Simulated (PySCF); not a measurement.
**Correlation energy of Mn (manganese, neutral)**

[Ar] 3d5 4s1 4p1, high-spin 8P determinant (an excited configuration). Calculation: PySCF 2.14, in x2c-QZVPPall; the spin-free X2C one-electron Hamiltonian (Gaussian nucleus). Frozen: [Ne]; 15 electrons correlated.

MP2 pair energies summed by pair of shells (mhartree):

```json
{"pair": "3p-3d", "energy": "-172.42", "share (%)": "40.1"}
{"pair": "3p-3p", "energy": "-78.40", "share (%)": "18.2"}
{"pair": "3d-3d", "energy": "-75.43", "share (%)": "17.5"}
{"pair": "3s-3p", "energy": "-33.28", "share (%)": "7.7"}
{"pair": "3s-3d", "energy": "-31.80", "share (%)": "7.4"}
{"pair": "3d-4s", "energy": "-11.66", "share (%)": "2.7"}
{"pair": "3p-4s", "energy": "-8.79", "share (%)": "2.0"}
{"pair": "3d-4p", "energy": "-6.49", "share (%)": "1.5"}
{"pair": "3s-3s", "energy": "-4.89", "share (%)": "1.1"}
{"pair": "3p-4p", "energy": "-3.52", "share (%)": "0.8"}
{"pair": "4s-4p", "energy": "-2.12", "share (%)": "0.5"}
{"pair": "3s-4s", "energy": "-0.76", "share (%)": "0.2"}
{"pair": "3s-4p", "energy": "-0.33", "share (%)": "0.1"}
```

Total MP2 correlation energy: -429.88 mhartree.

Same-spin part -172.25 and opposite-spin part -257.63 mhartree; SCS-MP2 scales them by 1/3 and 6/5 to -366.57 mhartree.

The basis was made for the ground configuration and has no added diffuse functions, which can raise the energy of the promoted electron.

This basis was not built for core-valence correlation, so the inner-shell part is incomplete.
